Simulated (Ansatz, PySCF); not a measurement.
Pair of molecules: HCl (SMILES Cl) (first 2 atoms) with ClH3Si (SMILES [SiH3]Cl); geometry from B3LYP-D3(BJ)/def2-TZVP.
(charge 0, multiplicity 1):
```xyz
7

Cl     0.181     0.427    -0.082
H     -0.089    -0.456     0.818
Si     0.041     0.641     3.823
Cl    -0.410    -1.269     3.125
H     -0.053     0.601     5.294
H     -0.944     1.575     3.251
H      1.410     0.970     3.387
```

Monomers are frozen at their geometry in the pair; levels with a basis set take the counterpoise correction.

Frozen-core correlation. Rows in 6-31G* carry no dispersion term and start afresh at each structure (6-31G* with six Cartesian d functions).

Codes used: Ansatz (a program for electronic structure) with Gaussian orbitals; PySCF for 6-31G* rows, the dispersion terms. Each number belongs to the level named beside it.

**Question.** One of these levels gives -10.5 kJ/mol for the interaction energy. Name it.
A) wB97X-V/def2-TZVPPD
B) B2PLYP/def2-TZVPPD
C) B3LYP-D3(BJ)/def2-TZVPPD
D) HF/6-31G*

**Answer.** A, wB97X-V/def2-TZVPPD. The others give 1.4 (HF/6-31G*), -12.9 (B3LYP-D3(BJ)/def2-TZVPPD), -6.3 (B2PLYP/def2-TZVPPD)
